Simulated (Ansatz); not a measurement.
Ansatz (a program for electronic structure) input (CCSD(T)/aug-cc-pV(D+d)Z):
A basis named .json is the Basis Set Exchange file of that set.

Ansatz 0.2 input:
```yaml
crystal:
  periodic: [false, false, false]
  atoms:
    - {symbol: Si, position_ang: [-0.08580884, 0.23396925, -1.32403467]}
    - {symbol: N, position_ang: [-1.14405720, 0.91795338, -0.15467299]}
    - {symbol: Si, position_ang: [-2.05598310, 0.08121675, 1.05869811]}
    - {symbol: O, position_ang: [1.39962150, -0.12860299, -0.71569562]}
    - {symbol: Si, position_ang: [2.16778978, -0.76934918, 0.58648782]}
    - {symbol: H, position_ang: [-0.68443685, -1.02164351, -1.81851511]}
    - {symbol: H, position_ang: [0.12574184, 1.21991279, -2.40115838]}
    - {symbol: H, position_ang: [-1.13811888, 1.92736753, -0.09620974]}
    - {symbol: H, position_ang: [-3.51557363, 0.29497365, 0.90721824]}
    - {symbol: H, position_ang: [-1.74953721, -1.35763209, 0.89734901]}
    - {symbol: H, position_ang: [-1.67543455, 0.51953140, 2.42293160]}
    - {symbol: H, position_ang: [1.50286862, -0.31293914, 1.84180587]}
    - {symbol: H, position_ang: [3.58194959, -0.30813616, 0.55873681]}
basis:
  gaussian:
    orbitals: aug-cc-pV_D+d_Z.json
magnetization: {spin_polarized: true, initial_magnetization: 1}
correlation: {method: ccsd_t, electrons: outside_noble_gas}
output: {forces: true}
```

Output:

```
Functional definition: HF
integrals: 2.05 GiB planned
2157 factors; integrals over basis functions are off by at most 1.0e-3 eV
1.24 GiB of device memory are held for the factors and their scratch space
mean field: 1.56 GiB planned
mean field evaluation 1: about -27229.8762 eV, gradient 3.5e1 eV
mean field evaluation 2: about -27229.8771 eV, gradient 3.5e1 eV
mean field evaluation 4: about -27235.7477 eV, gradient 3.4e0 eV
mean field evaluation 8: about -27235.8651 eV, gradient 1.4e-1 eV
mean field evaluation 16: about -27235.8532 eV, gradient 1.0e0 eV
mean field evaluation 32: about -27231.0427 eV, gradient 8.6e-2 eV
mean field -27235.86559054 eV, -1000.8995993196 hartree, gradient 2.0e-6 eV, S^2 0.753827; 0 other end points of the search recorded, 0 dependent functions left out
17 core orbitals not correlated
reference -27235.86559054 eV, -1000.8995993196 hartree; 16, 15 occupied and 181, 182 virtual orbitals, 2157 factors
densities: 14.37 GiB planned
second order -18.36454282 eV of doubles, -0.00000000 eV of singles
coupled cluster: 10.92 GiB planned
cycle   1  -19.38866461 eV  change    -1.0e0 eV  update   1.2e-1
cycle   2  -20.00399897 eV  change   -6.2e-1 eV  update   3.6e-2
cycle   3  -20.16131342 eV  change   -1.6e-1 eV  update   1.9e-2
cycle   4  -20.15655366 eV  change    4.8e-3 eV  update   5.5e-3
cycle   5  -20.15421309 eV  change    2.3e-3 eV  update   2.7e-3
cycle   6  -20.15482734 eV  change   -6.1e-4 eV  update   1.0e-3
cycle   7  -20.15472007 eV  change    1.1e-4 eV  update   4.4e-4
cycle   8  -20.15478974 eV  change   -7.0e-5 eV  update   1.6e-4
cycle   9  -20.15487194 eV  change   -8.2e-5 eV  update   5.6e-5
cycle  10  -20.15486221 eV  change    9.7e-6 eV  update   2.2e-5
cycle  11  -20.15486139 eV  change    8.2e-7 eV  update   8.9e-6
cycle  12  -20.15486701 eV  change   -5.6e-6 eV  update   3.7e-6
perturbative correction -0.60738371 eV, -0.0223209397 hartree
the calculation of the forces begins
1.24 GiB of device memory are held for the factors and their scratch space
Total energy: -27256.62784126 eV, -1001.6625979604 hartree
Atom 0 at    -0.085809     0.233969    -1.324035 Å, force    -0.398239    -0.068978    -0.513943 eV/Å
Atom 1 at    -1.144057     0.917953    -0.154673 Å, force    -0.056164     0.212307    -0.095128 eV/Å
Atom 2 at    -2.055983     0.081217     1.058698 Å, force    -0.332659    -0.238574     0.415887 eV/Å
Atom 3 at     1.399622    -0.128603    -0.715696 Å, force     0.467265     0.215610    -0.596568 eV/Å
Atom 4 at     2.167790    -0.769349     0.586488 Å, force     0.369577    -0.399085     0.729323 eV/Å
Atom 5 at    -0.684437    -1.021644    -1.818515 Å, force    -0.068497    -0.121218    -0.050157 eV/Å
Atom 6 at     0.125742     1.219913    -2.401158 Å, force     0.019597     0.081423    -0.094996 eV/Å
Atom 7 at    -1.138119     1.927368    -0.096210 Å, force     0.006451     0.414120     0.018663 eV/Å
Atom 8 at    -3.515574     0.294974     0.907218 Å, force    -0.124729     0.011625    -0.013845 eV/Å
Atom 9 at    -1.749537    -1.357632     0.897349 Å, force     0.041669    -0.152519    -0.028429 eV/Å
Atom 10 at    -1.675435     0.519531     2.422932 Å, force     0.036982     0.034546     0.118813 eV/Å
Atom 11 at     1.502869    -0.312939     1.841806 Å, force    -0.044884     0.006901     0.105281 eV/Å
Atom 12 at     3.581950    -0.308136     0.558737 Å, force     0.083632     0.003840     0.005098 eV/Å
Dipole moment:    -0.112390     0.203278     0.048149 e Å
```

It need not be the lowest isomer of its formula.
